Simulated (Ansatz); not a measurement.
`[AlH2][CH2][CH2][GeH3]` and `C[CH2][AlH2]` differ in one atom or group.

Ansatz, PBE0-D4/def2-TZVP geometries, multiplicity 1. Each molecule was computed in one conformer, which needn't be the lowest.

Scalar relativity is left out up to krypton.

```
                               property  `[AlH2][CH2][CH2][GeH3]`
      LUMO energy (PBE/def2-TZVPP) / eV                     -2.21
HOMO–LUMO gap (ωB97M-V/def2-TZVPP) / eV                      9.45
  LUMO energy (ωB97M-V/def2-TZVPP) / eV                      0.14
    HOMO energy (B3LYP/def2-TZVPP) / eV                     -6.99
   HOMO–LUMO gap (PBE0/def2-TZVPP) / eV                      5.75
      HOMO energy (PBE/def2-TZVPP) / eV                     -6.05
```

Q: What does the change do to each property? (Best estimate.)

A: The calculation gave: 
| property | `C[CH2][AlH2]` | shift |
| --- | --- | --- |
| LUMO energy (PBE/def2-TZVPP) / eV | -2.08 | 0.13 |
| HOMO–LUMO gap (ωB97M-V/def2-TZVPP) / eV | 10.02 | 0.57 |
| LUMO energy (ωB97M-V/def2-TZVPP) / eV | 0.26 | 0.12 |
| HOMO energy (B3LYP/def2-TZVPP) / eV | -7.34 | -0.35 |
| HOMO–LUMO gap (PBE0/def2-TZVPP) / eV | 6.24 | 0.49 |
| HOMO energy (PBE/def2-TZVPP) / eV | -6.30 | -0.25 |

With PBE0 the HOMO falls by 0.36 eV and the LUMO rises by 0.13 eV, so the gap widens by about 0.49 eV. PBE moves the HOMO by -0.25 eV and ωB97M-V by -0.45 eV.

B3LYP here is the variant with VWN-RPA as its local correlation; programs differ in this.
